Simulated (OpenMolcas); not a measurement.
Cr3+ among 4 point charges of -2.5 e arranged as a tetrahedron (Td).

* Program: OpenMolcas 26.06
* Method: CASSCF
* Basis: ANO-RCC-VDZP [5s4p2d1f]
* Scalar Hamiltonian: DKH2, point nucleus
* Active space: 3 electrons in 5 orbitals (3d)
* State averaging: 2S+1 = 4 even, 10 roots; 2S+1 = 2 even, 40 roots
* Spin-orbit coupling: state interaction with AMFI integrals over the reference wave functions

All point charges move together. At R = 1.77 Å |10Dq| is 3213 cm-1, and at R = 2 Å it is 2190 cm-1.

A third run gives 2761 cm-1. What distance was it run at?

With a power law R^-n the two known points give n = -ln(2190 / 3213) / ln(2 / 1.77) = 3.14. Then R = 1.77 × (3213 / 2761)^(1/3.14) = 1.858 Å. The run was at 1.87 Å, so the estimate is off by -0.012 Å.

An orbital triplet at a regular site is open to Jahn-Teller coupling, which can distort the site and quench the lowest spin-orbit gaps and is left out. Without dynamic correlation the repulsion within the d shell is too large (B by tens of per cent), so at a given field states of lower spin stand too high. The ground term spreads over less than 5000 cm-1, several times less than with real ligands, so orbital moments are less quenched and χT lies further from the spin-only value than at real sites (holds for R = 2). Point charges carry no covalency, so the field is a model and not that of real ligands. No measured value stands beside these numbers.
